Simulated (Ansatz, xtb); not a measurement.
## Two conformers of C3H7BF2

Structure a is `CCCB(F)F`, a singlet and structure b is `CCCB(F)F`, a singlet. Both are isolated molecules in the gas phase, relaxed with r2SCAN-D4/def2-SVP.

a (Å):

```yaml
atoms:
  - { symbol: C, position_ang: [-2.1288, -0.0168, 0.0799] }
  - { symbol: C, position_ang: [-1.1740, 1.0265, 0.6516] }
  - { symbol: C, position_ang: [0.2973, 0.6584, 0.4356] }
  - { symbol: B, position_ang: [0.7816, -0.6186, 1.1917] }
  - { symbol: F, position_ang: [1.9066, -1.2433, 0.8656] }
  - { symbol: F, position_ang: [0.1150, -1.1237, 2.2234] }
  - { symbol: H, position_ang: [-1.9806, -0.1398, -1.0061] }
  - { symbol: H, position_ang: [-3.1811, 0.2631, 0.2426] }
  - { symbol: H, position_ang: [-1.9718, -1.0005, 0.5529] }
  - { symbol: H, position_ang: [-1.3837, 2.0090, 0.1941] }
  - { symbol: H, position_ang: [-1.3648, 1.1466, 1.7326] }
  - { symbol: H, position_ang: [0.5313, 0.5509, -0.6397] }
  - { symbol: H, position_ang: [0.9602, 1.4785, 0.7786] }
```

b (Å):

```tsv
atom	x (Å)	y (Å)	z (Å)
C	-0.0135	1.6738	-0.5403
C	-0.6240	0.4016	-1.1159
C	-0.8078	-0.7047	-0.0753
B	-1.4300	-2.0349	-0.6015
F	-1.6404	-3.0707	0.2014
F	-1.7796	-2.2012	-1.8708
H	-0.6455	2.0920	0.2610
H	0.9806	1.4773	-0.1049
H	0.1073	2.4518	-1.3103
H	0.0072	0.0249	-1.9403
H	-1.6001	0.6325	-1.5784
H	0.1573	-0.9567	0.4075
H	-1.4366	-0.3537	0.7671
```

Question: Estimate E(b) − E(a) at the level CCSD(T)/def2-SVP + ΔMP2/def2-TZVPP.

Answer: Too close to call at this level: CCSD(T)/def2-SVP + ΔMP2/def2-TZVPP gives E(b) − E(a) = +0.002 eV.

The same difference at several levels:

```
                             level            geometry  E(b) − E(a) (eV)  departure from the last row (eV)  job, with rough time for the two
                r2SCAN-D4/def2-SVP  r2SCAN-D4/def2-SVP              +0.010                            +0.008                optimisation, 96 s
                       HF/def2-SVP  r2SCAN-D4/def2-SVP              −0.015                            −0.017           part of the CCSD(T) run
                      MP2/def2-SVP  r2SCAN-D4/def2-SVP              +0.008                            +0.006           part of the CCSD(T) run
                  CCSD(T)/def2-SVP  r2SCAN-D4/def2-SVP              +0.006                            +0.004                      single point
CCSD(T)/def2-SVP + ΔMP2/def2-TZVPP  r2SCAN-D4/def2-SVP              +0.002                                               single point, 1.7 min
```

The largest departure from CCSD(T)/def2-SVP + ΔMP2/def2-TZVPP is that of HF/def2-SVP, 0.017 eV. Levels run at GFN2-xTB geometries aren't shown. The last row adds to CCSD(T) the change of the MP2 difference between the two basis sets, here −0.004 eV.

With harmonic frequencies from r2SCAN-D4/def2-SVP (ideal gas, rigid rotor, one conformer each, 298.15 K, 1 atm): on the last row, ΔE + ΔZPE = −0.004 eV. A mode under 50 cm⁻¹ makes harmonic enthalpies and free energies unreliable, so none is given.

The correlated steps freeze 6 core orbitals. Programs: Ansatz 0.2.0; the last row on 2 threads of Intel(R) Xeon(R) Processor @ 2.50GHz (Skylake/Cascade Lake) on a shared host.
